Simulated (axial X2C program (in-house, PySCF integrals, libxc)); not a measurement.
# PSe: from Re and ωe to a spectrum

A bond curve at the LDA level, two-component, was computed with an axial X2C code built on PySCF integrals (basis Se dyall-v3z [8s9p6d1f], P dyall-v3z [8s7p2d1f] (cores contracted in-house)) for the state Ω = 1/2 (⟨Sz⟩ = -0.50, ⟨Lz⟩ = 1.00 at LDA). Its fit gives Re = 2.0405 Å, ωe = 564.6 cm⁻¹, ωexe = 1.6 cm⁻¹ and αe = 7.306e-04 cm⁻¹; the masses are 79.9165 and 30.9738 u. Two-component means X2C with spin–orbit coupling and atomic mean-field Coulomb and Gaunt terms.

(1) Find the reduced mass, Be and the force constant.

(2) Estimate De from a Morse curve and compare with the computed well depth of 4.982 eV to Se + P.

(3) The dipole moment p changes by 1.80 D/Å at Re. What harmonic infrared intensity follows?

(4) A Morse curve ties αe to the other constants (Pekeris). How well does that hold?

(5) Estimate the centrifugal constant by the Kratzer relation.

The state is one determinant whose occupation by symmetry is held fixed; it was picked as the lowest of a PBE0 search that is not exhaustive. Dissociation energies refer to the lowest single-determinant-based atoms at the same level and basis. Density functionals use the spin component along the axis (collinear). The functionals have no current-density term, which raises determinants with orbital currents, atoms included.

Results:

(1) From the LDA values: μ = 22.3222 u. Be = 16.8576/(μ Re²) = 0.1814 cm⁻¹. k = 5.8918×10⁻⁷ μ ωe² = 4.19 mdyn/Å.

(2) De(Morse) = ωe²/(4ωexe) = 6.175 eV against 4.982 eV computed, a ratio of 1.24. The extrapolation overshoots: the well softens faster than a Morse curve, or the lowest atomic limit lies below the one to which the curve heads.

(3) I = 42.256 × (dp/dR)²/μ = 6.1 km/mol.

(4) αe(Morse) = 6Be²/ωe × (√(ωexe/Be) − 1) = 6.888e-04 cm⁻¹; the LDA curve gives 7.306e-04 cm⁻¹, a ratio of 0.94.

(5) D = 4Be³/ωe² = 7.49e-08 cm⁻¹.
